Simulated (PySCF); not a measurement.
O₂Si, SMILES [O][Si]=O (connectivity only; charge and spin as stated), charge -1, multiplicity 2.

Geometry optimised at PBE0-D3(BJ)/def2-TZVPD. The isomer is the one that the SMILES or the coordinates give; other isomers of the formula were not compared.

These are CAM-B3LYP/def2-TZVPD (PySCF) values and carry that method's errors.

```
Property                                                            Value
------------------------------------------------  -----------------------
total energy                                           -440.06721 hartree
point group                                                           C2v
α spin, highest occupied and lowest empty level         -1.95 and 4.88 eV
β spin, highest occupied and lowest empty level         -3.93 and 3.16 eV
dipole moment about the centre of nuclear charge                   1.01 D
mean static polarisability                           50.2 bohr³ (7.44 Å³)
polarisability, principal values                   45.3, 50.4, 54.7 bohr³
⟨S²⟩                                              0.755 (pure state 0.75)
```
